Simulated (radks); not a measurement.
Q: Neutral palladium, [Kr] 4d10. Calculated with a radial shooting solver on a logarithmic mesh with Libxc functionals: non-relativistic Kohn-Sham, r2SCAN, spin-polarised, spherical densities, point nucleus; meta-GGA in the generalised Kohn-Sham scheme. Every spin shell is full or empty, so the densities are truly spherical. Functionals are evaluated on that one density, not self-consistently. Rank these exchange functionals by their error against the exact value of the orbitals, and give that value: LDA, B88, PBEsol, revPBE, RPBE, OPTX, AM05, EV93, APBE, TPSS, Tao-Mo, TASK, MVS.

A: Exact: -139.033 hartree. From best to worst, with 100 (|E| - |E exact|)/|E exact| (equal figures are ties): B88 +0.07, MVS +0.11, RPBE -0.18, EV93 -0.19, TPSS -0.20, revPBE -0.23, APBE +0.38, Tao-Mo -0.74, OPTX +1.19, TASK -2.28, PBEsol -2.29, AM05 -4.62, LDA -4.98.
